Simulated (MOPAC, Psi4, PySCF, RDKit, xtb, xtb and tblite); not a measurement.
Two geometries of C6H8BN, SMILES Bc1ccccc1N, relaxed at GFN2-xTB with one dihedral held; other torsions can differ between them too.

Structure A

```
16

B     -2.0711     1.0619     0.0195
C     -0.6907     0.3805     0.1487
C     -0.1596    -0.3001    -0.9523
C      1.1378    -0.7720    -0.9717
C      1.9515    -0.5816     0.1354
C      1.4650     0.0819     1.2422
C      0.1601     0.5756     1.2577
N     -0.3343     1.1611     2.4035
H     -3.0275     0.4399    -0.2405
H     -2.1932     2.1997     0.2846
H     -0.7903    -0.4465    -1.8185
H      1.5179    -1.2816    -1.8445
H      2.9672    -0.9500     0.1332
H      2.0966     0.2380     2.1063
H     -1.1533     1.7356     2.2810
H      0.3485     1.5192     3.0526
```

Structure B

```
16

B     -2.0793     1.0524     0.0107
C     -0.6971     0.3978     0.1435
C     -0.4306    -0.7787    -0.5758
C      0.8254    -1.3401    -0.6448
C      1.8801    -0.7386     0.0315
C      1.6644     0.4061     0.7655
C      0.3926     0.9838     0.8343
N      0.1981     2.0649     1.6523
H     -3.0192     0.3896    -0.2056
H     -2.2309     2.2106     0.1338
H     -1.2482    -1.2447    -1.1072
H      0.9928    -2.2384    -1.2203
H      2.8704    -1.1687    -0.0150
H      2.4819     0.8749     1.2966
H     -0.6503     2.5884     1.5150
H      1.0108     2.5946     1.9211
```

### Question
Which is lower in energy at the level Psi4 with B3LYP-D3(BJ)/def2-SVP // GFN2-xTB, and by how much?

### Answer
B is lower, by 25.31 kJ/mol (dihedral H9–B1–C2–C3: 60° in A, 30° in B).

E(B) − E(A) in kJ/mol at the other levels, on the same two geometries: GFN2-xTB (xtb and tblite) -10.67; B3LYP/def2-SVP // GFN2-xTB (Psi4) -25.28; PBE/def2-SVP // GFN2-xTB (Psi4) -25.56; PBE-D3(BJ)/def2-SVP // GFN2-xTB (Psi4) -25.57; UFF // GFN2-xTB (RDKit) -15.34; PM3, restricted, heats of formation // GFN2-xTB (MOPAC) -10.10; AM1, restricted, heats of formation // GFN2-xTB (MOPAC) -7.45; GFN1-xTB // GFN2-xTB (xtb) -12.34; restricted B3LYP/6-31G*, spherical d, density fitting // GFN2-xTB (PySCF) -25.30; restricted LDA (SVWN5)/6-31G*, spherical d, density fitting // GFN2-xTB (PySCF) -27.97; restricted B3LYP/6-311+G**, spherical d, density fitting // GFN2-xTB (PySCF) -24.59; restricted Hartree-Fock/6-31G*, spherical d, density fitting // GFN2-xTB (PySCF) -23.86.
